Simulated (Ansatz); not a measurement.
Mulliken charges of C2H6BO (`C[B]OC`) radical from ωB97M-V/def2-TZVPP in Ansatz (PBE0-D4/def2-TZVP geometry).

```tsv
atom	x (Å)	y (Å)	z (Å)	charge (e)
C1	-0.986	1.353	-0.967	-0.318
B2	-0.311	0.510	0.154	-0.018
O3	0.384	-0.603	-0.071	-0.223
C4	0.998	-1.361	0.957	-0.118
H5	-0.846	0.914	-1.961	0.109
H6	-2.058	1.458	-0.773	0.115
H7	-0.579	2.369	-0.970	0.114
H8	0.593	-2.374	0.933	0.123
H9	2.072	-1.403	0.765	0.123
H10	0.816	-0.913	1.936	0.094
```

Question: By hand: the dipole of these point charges (1 e Å = 4.8032 D).

Answer: Σ q r = (0.125, -0.157, 0.185) e Å, of length 0.273 e Å = 1.31 D.

Question: How does the dipole of the full density compare? (Estimate.)

Answer: The calculation gave: (0.115, -0.164, 0.059) e Å, 1.00 D; the point charges give 1.31 times that, at 26° from its direction.

Point charges leave out the atoms' own dipoles, such as those of lone pairs, and Mulliken's split depends on the basis, so the two needn't agree.
